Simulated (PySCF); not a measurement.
Computed IR spectrum (relative IR intensity) of a molecule CH₃FO₃Si. Coordinates come from a PBE-D3(BJ)/def2-SVP optimisation. The values are those of a single conformer. Computed with PBE-D3(BJ)/def2-SVP (PySCF). Frequencies are harmonic and unscaled.

Lines under 2 % of the strongest are left out, and lines within 2 cm⁻¹ are merged.

ν (cm⁻¹): 279 (vw), 295 (w), 383 (w), 583 (m), 662 (w), 717 (w), 786 (w), 834 (w), 865 (s), 976 (vs), 997 (m), 1210 (vs), 1744 (s), 2302 (m), 2974 (m), 3507 (s) (against the strongest line: vs over 80 %, s over 45 %, m over 15 %, w over 4 %, vw less)

Q: Which structure fits?
A) O=CO[Si@@H](O)F
B) O[Si]1(F)OCO1
C) O=C(O)[Si@H](O)F
D) O=C[Si](O)(O)F

A: A, O=CO[Si@@H](O)F
